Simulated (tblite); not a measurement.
Species: C₅H₁₆N₂Si₂.
Geometry (GFN2-xTB, Å), atoms numbered from 1 in this order:
```
atom  x, y, z in Å
Si1   -2.4015    1.5228    0.3492
N2    -1.6670   -0.0044   -0.0401
Si3   -2.3254   -1.5947   -0.2423
N4    -0.2676    0.2578    0.0313
C5     0.3967    0.0945   -1.2455
C6     1.8098    0.6637   -1.1517
C7     2.5859   -0.0555   -0.0526
C8     1.8142    0.0519    1.2591
C9     0.3991   -0.4898    1.0751
H10   -1.9740    1.9224    1.6924
H11   -1.9269    2.4977   -0.6351
H12   -3.8501    1.3439    0.2834
H13   -1.6004   -2.2954   -1.3075
H14   -2.2149   -2.3870    0.9913
H15   -3.7189   -1.3803   -0.6057
H16    0.4441   -0.9665   -1.5447
H17   -0.1884    0.6352   -1.9932
H18    1.7466    1.7268   -0.9142
H19    2.3126    0.5524   -2.1138
H20    2.7066   -1.1086   -0.3196
H21    3.5806    0.3805    0.0563
H22    1.7509    1.0992    1.5592
H23    2.3196   -0.5059    2.0495
H24    0.4378   -1.5676    0.8348
H25   -0.1803   -0.3687    1.9937
```

Computed with GFN2-xTB (tblite): harmonic, unscaled wavenumbers at the GFN2-xTB geometry, gas phase. This tight-binding method is rough: wavenumbers can miss measured ones by several per cent, in bad cases by 10 to 20. Modes of hydrogen on silicon can be 10 to 20 % off. One conformer, not necessarily the lowest.

Harmonic wavenumbers (cm⁻¹): 55.4, 63.7, 82.2, 121.5, 140.8, 156.7, 204.0, 227.3, 316.2, 366.7, 380.0, 426.4, 448.9, 514.7, 553.2, 567.2, 576.2, 594.0, 674.6, 754.4, 769.4, 777.9, 801.4, 812.1, 821.9, 837.0, 851.7, 890.6, 921.9, 961.9, 981.0, 1008.1, 1025.0, 1082.0, 1108.6, 1116.1, 1126.6, 1139.6, 1165.8, 1229.1, 1240.8, 1246.9, 1270.8, 1320.7, 1337.3, 1340.1, 1348.4, 1353.8, 1469.5, 1478.6, 1480.9, 1484.2, 1498.2, 2184.2, 2222.0, 2222.4, 2240.2, 2264.3, 2317.9, 2803.5, 2824.2, 2962.4, 2970.6, 2974.2, 2978.7, 2980.2, 2987.7, 2992.0, 2995.8.

A = 1795, B = 762.0, C = 680.2 MHz; mass 160.085 u (most abundant isotopes); point group C1, symmetry number 1.

Problem. What is the zero-point energy?

Solution. Half the sum of the wavenumbers: 43721 cm⁻¹ = 523.02 kJ/mol.

Problem. What is S at 350 K and 1 bar for an ideal gas of classical rigid rotors and harmonic oscillators?

Solution. Translation 175.49, rotation 128.46, vibration 181.36: S = 485.3 J/(mol K).

Problem. And Cp and H(350 K) − H(0)?

Solution. Cp = 232.79 J/(mol K), of which vibrations give 199.53 (their classical limit is 69 R = 573.7); H(350 K) − H(0) = 45.52 kJ/mol without the zero-point energy, 33.88 from vibrations.

Problem. What must be added to the electronic energy to get the Gibbs energy at 350 K and 1 bar?

Solution. ZPE + [H(350 K) − H(0)] − T·S = 523.02 + 45.52 − 169.86 = 398.68 kJ/mol.

Problem. Which modes carry the vibrational entropy at 350 K?

Solution. 55.4 cm⁻¹: 20.63; 63.7 cm⁻¹: 19.48; 82.2 cm⁻¹: 17.37; 121.5 cm⁻¹: 14.17; 140.8 cm⁻¹: 12.98; 156.7 cm⁻¹: 12.11 J/(mol K); the other 63 give 84.61 together.

Problem. How do the functions run with temperature in this model?

Solution. 
```tsv
T (K)	S (J/(mol K))	Cp (J/(mol K))	H − H(0) (kJ/mol)	G − H(0) (kJ/mol)	ln q(vib)
150	346.2	114.1	11.01	-40.92	3.64
250	417.7	172.1	25.25	-79.17	6.88
298.15	450.5	201.7	34.25	-100.07	8.45
400	518.3	261.0	57.88	-149.43	11.84
600	642.4	351.8	119.72	-265.72	18.55
900	803.1	438.9	239.47	-483.28	28.25
```

q(vib) and H(0) count from the zero-point level.

Problem. Blend soft modes into free rotors: weight 1/[1 + (100 cm⁻¹/ν̃)⁴] for the oscillator and the rest for a rotor with moment μB/(μ + B), μ = h/(8π²ν), B = 10⁻⁴⁴ kg m². What vibrational entropy results?

Solution. 168.01 J/(mol K) in place of 181.36, which changes −T·S at 350 K by +4.67 kJ/mol.

Hindered rotation and anharmonicity are outside this model. Other conformers, if any are populated, would add a mixing term that is left out. The structure is chiral; the term R ln 2 for an equal mix with its mirror image is left out.
